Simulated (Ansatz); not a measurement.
AlCl₂H₆NSi₂ (`[SiH3][N]([SiH3])[Al]([Cl])[Cl]`). The species carries charge 0 and has multiplicity 1.

```xyz
12

Si   -1.275   -0.723   -0.808
N     0.128   -0.006   -0.058
Si   -0.155    0.799    1.464
Al    1.733   -0.092   -0.794
Cl    2.096   -1.381   -2.384
Cl    3.285    1.093   -0.083
H    -1.090   -0.773   -2.279
H    -2.461    0.118   -0.489
H    -1.525   -2.098   -0.301
H    -1.229    0.071    2.190
H     1.086    0.785    2.278
H    -0.592    2.206    1.266
```

(1) List the harmonic frequencies (cm⁻¹, unscaled) at PBE0-D4/def2-TZVP in Ansatz. (Best estimate.)

Answers

(1) Computed: 23i, 33, 101, 113, 129, 147, 186, 198, 252, 373, 569, 613, 663, 692, 699, 728, 926, 941, 944, 953, 960, 977, 983, 1017, 2213, 2218, 2222, 2226, 2239, 2241.
